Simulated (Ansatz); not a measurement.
`[CH3][SnH2][BH][SiH3]`, charge 0, multiplicity 1.

Task: Give a relaxed structure at PBE0-D4/def2-TZVP (Ansatz). (Estimate.)

Result: Ansatz gave: 
Z-matrix (Å, degrees):
```
C
Sn 1 2.146
H 1 1.090 2 109.9
H 1 1.090 2 110.3 3 -120.1
H 1 1.090 2 110.0 3 119.7
B 2 2.251 1 113.1 3 -59.0
H 2 1.715 1 108.7 3 177.4
H 2 1.717 1 108.3 3 61.7
Si 6 2.001 2 121.4 1 4.4
H 6 1.196 2 117.6 1 -172.1
H 9 1.497 6 103.9 2 -79.9
H 9 1.488 6 116.2 2 161.6
H 9 1.490 6 112.4 2 35.6
```
This is one stationary point; other conformers may exist.
